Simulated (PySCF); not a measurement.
A GIAO shielding run with PySCF (density fitting, non-relativistic, gas phase) on `C[C@H](F)Cc1ccccc1`, C9H11F:

```
{"job": {"kind": "nmr", "xc": "PBE0", "basis": "pcSseg-1"}, "charge": 0, "multiplicity": 1}
C     -2.323178    -0.335174     0.957560
C     -2.001611     0.771500    -0.031754
F     -3.182280     1.200657    -0.619023
C     -1.044947     0.326017    -1.142525
C      0.327246     0.060707    -0.592979
C      0.775652    -1.236447    -0.381990
C      2.031943    -1.470571     0.149962
C      2.854972    -0.408591     0.481871
C      2.417585     0.888695     0.273734
C      1.163051     1.120333    -0.260234
H     -3.027653     0.024880     1.703489
H     -2.767853    -1.181361     0.438750
H     -1.411053    -0.655679     1.452586
H     -1.597064     1.649722     0.488678
H     -1.003563     1.121444    -1.890520
H     -1.449193    -0.569824    -1.617172
H      0.138849    -2.070870    -0.639493
H      2.368984    -2.485153     0.304689
H      3.834994    -0.590424     0.897510
H      3.056900     1.722247     0.525282
H      0.829298     2.134835    -0.426340
```

Hardware: 1 thread of an Arm Neoverse V2, shared host. The job also computes population analyses, field gradients, ring-centre shieldings.

(1) How large is the calculation?

(2) How long does it take?

Answers

(1) 74 electrons, 225 basis functions and 1158 auxiliary functions.

(2) 47 s of wall time, with 14 SCF cycles and 5 response iterations. Times on a shared host scatter by some tens of per cent.
